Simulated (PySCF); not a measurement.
**C₆ coefficients of unlike pairs at PBE0**

Calculated with PySCF 2.14 from the dipole response of each species, C₆(A,B) = (3/π) ∫ α_A(iu) α_B(iu) du, in atomic units, from isotropic polarisabilities. For ions this is the dispersion term alone; charge-induced terms of lower order in 1/R come first.

| species | configuration | basis | relativity | α (bohr³) | C₆ (like pair) |
| --- | --- | --- | --- | --- | --- |
| Te(3+) | [Kr] 4d10 5s2 5p1 (2P) | x2c-TZVPPall with one added diffuse shell each of s, p, d, f type (9s7p5d3f) | spin-free X2C | 10.59 | 55.73 |
| S(3+) | [Ne] 3s2 3p1 (2P) | aug-cc-pVDZ-DK (5s4p2d) | spin-free X2C | 5.270 | 13.81 |
| Ne | [Ne] (1S) | aug-cc-pCVQZ-DK (9s8p6d4f2g) | spin-free X2C | 2.691 | 6.534 |
| B(2+) | [He] 2s1 (2S) | x2c-QZVPPall with one added diffuse shell each of s, p, d, f type (8s5p4d3f1g) | spin-free X2C | 7.167 | 9.626 |

(1) Estimate C₆ for B(2+) with Ne.

No spin-orbit coupling is included.

The other pairs:

```
         pair     C₆
B(2+), Te(3+)  20.76
    Ne, S(3+)  9.014
S(3+), Te(3+)  27.53
 B(2+), S(3+)  10.45
   Ne, Te(3+)  18.52
```

Results:

(1) The integral gives 6.160. The combination rule 2 C_A C_B / (C_A α_B/α_A + C_B α_A/α_B) gives 5.985 and the geometric mean 7.930.
